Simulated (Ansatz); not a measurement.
`[CH3][GeH2][Cl]` + `O=CO` → `[CH3][GeH2][O]C=O` + HCl at 600 K and 1 bar (ligand exchange at a Ge–Cl bond).

Computed with Ansatz on PBE0-D4/def2-TZVP structures; ΔE is electronic, products minus reactants. CCSD(T)/CBS is the MP2 limit (def2-TZVPP, def2-QZVPP) plus CCSD(T) − MP2 in def2-TZVPP, frozen cores. This one scheme is used for every species. For Ge outer-core shells are correlated without core-valence functions, which leaves a few kJ/mol of doubt a bond. Scalar relativity is left out up to krypton. One conformer a species, not always the lowest.

| species | CCSD(T)/CBS energy (Eh) | H − E (kJ/mol) | S (J/(mol·K)) |
| --- | --- | --- | --- |
| `[CH3][GeH2][Cl]` | -2576.99593 | 188.0 | 382.1 |
| `O=CO` | -189.60296 | 117.0 | 286.2 |
| `[CH3][GeH2][O]C=O` | -2306.20478 | 264.2 | 446.2 |
| HCl | -460.38127 | 35.4 | 207.2 |

H − E and S are ideal-gas, rigid-rotor, harmonic terms from PBE0-D4/def2-TZVP, for one conformer and one mirror image of each species. 1 Eh = 2625.50 kJ/mol, R = 8.31446 J/(mol·K).

Question: By hand: ΔE, ΔH, ΔS and ΔG.

Answer: ΔE = (-2306.20478) + (-460.38127) − (-2576.99593) − (-189.60296) = 0.01284 Eh = 33.7 kJ/mol. Δ(H − E) = 264.2 + 35.4 − 188.0 − 117.0 = -5.4, so ΔH = 28.3 kJ/mol. ΔS = 446.2 + 207.2 − 382.1 − 286.2 = -14.9 J/(mol·K). ΔG = 28.3 − 600 × (-14.9)/1000 = 37.2 kJ/mol.

Question: By hand: the equilibrium constant, and the temperature at which ΔG would vanish if ΔH and ΔS stayed fixed.

Answer: log₁₀ K = −ΔG/(RT ln 10) = -3.2. ΔH and −TΔS have one sign here, so there is no such temperature.

The number of gas molecules stays the same, so ΔS is small and ΔH decides. A doubt of 5 kJ/mol in ΔE shifts log₁₀ K by 0.4 here. Other conformers and mirror images would add mixing entropy, several J/(mol·K) or more a flexible species. These are equilibria of isolated gas molecules and say nothing of rates. Largest T1 diagnostic: 0.016 (customary marks: 0.02 for closed shells, 0.045 for open ones).
